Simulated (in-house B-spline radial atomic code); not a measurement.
Response of Zn2+ as one setting changes: the radius of a hard wall (bohr). Method: LDA VWN5. A dash marks a strongly mixed or unbound state. A box has no continuum, so excitations may lie above minus the highest level. Computed with a B-spline radial code for spherical atoms: linear response of the closed shell [Ar] 3d10 with the functional's adiabatic kernel; scalar-relativistic (spin-free one-electron X2C), finite nucleus, no spin-orbit coupling, no double excitations, S, P, D and F terms only. Only terms of natural parity with L up to 3 were computed.

```tsv
radius of a hard wall (bohr)	lowest 1P (eV)	lowest 3P, Tamm-Dancoff (eV)	minus highest occupied level (eV)	α (bohr³)
2.5	3d → 4p 39.66	3d → 4p 36.42	24.726	1.238
3	3d → 4p 27.588	3d → 4p 25.100	28.760	1.816
3.5	3d → 4p 22.016	3d → 4p 20.037	30.31	2.303
4	3d → 4p 19.223	3d → 4p 17.582	30.90	2.635
4.5	3d → 4p 17.762	3d → 4p 16.341	31.12	2.827
5.5	?	?	?	?
6.5	3d → 4p 16.263	3d → 4p 15.151	31.23	2.993
8	?	?	?	?
10	3d → 4p 16.162	3d → 4p 15.085	31.23	2.997
15	3d → 4p 16.162	3d → 4p 15.085	31.23	2.997
```

**Question.** What belongs in the row for 8?

**Answer.** lowest 1P (eV): 3d → 4p 16.172; lowest 3P, Tamm-Dancoff (eV): 3d → 4p 15.090; minus highest occupied level (eV): 31.23; α (bohr³): 2.997.

**Question.** What belongs in the row for 5.5?

**Answer.** lowest 1P (eV): 3d → 4p 16.581; lowest 3P, Tamm-Dancoff (eV): 3d → 4p 15.387; minus highest occupied level (eV): 31.22; α (bohr³): 2.968.
